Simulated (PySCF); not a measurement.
How methods differ on the ionisation energy of Rh²⁺

Rh²⁺ [Kr] 4d7 (4F) → Rh³⁺ [Kr] 4d6 (5D), as a difference of total energies. Calculation: PySCF 2.14, in aug-cc-pwCVTZ-DK with one added diffuse shell each of s, p, d, f, g type (12s11p9d5f4g, 161 functions); the spin-free X2C one-electron Hamiltonian (Gaussian nucleus). The calculations carry no spin-orbit coupling.

```json
{"method": "UHF", "ionisation energy (eV)": "29.334", "difference from reference (eV)": "-1.726"}
{"method": "TPSS", "ionisation energy (eV)": "31.204", "difference from reference (eV)": "+0.144"}
{"method": "M06", "ionisation energy (eV)": "30.984", "difference from reference (eV)": "-0.076"}
{"method": "MN15", "ionisation energy (eV)": "31.046", "difference from reference (eV)": "-0.014"}
```

Reference: 31.06 eV (semi-empirical (NIST evaluation); NIST Atomic Spectra Database, ionization energies).

The reference lies between the lowest fine-structure levels, while these numbers refer to the centres of the terms.
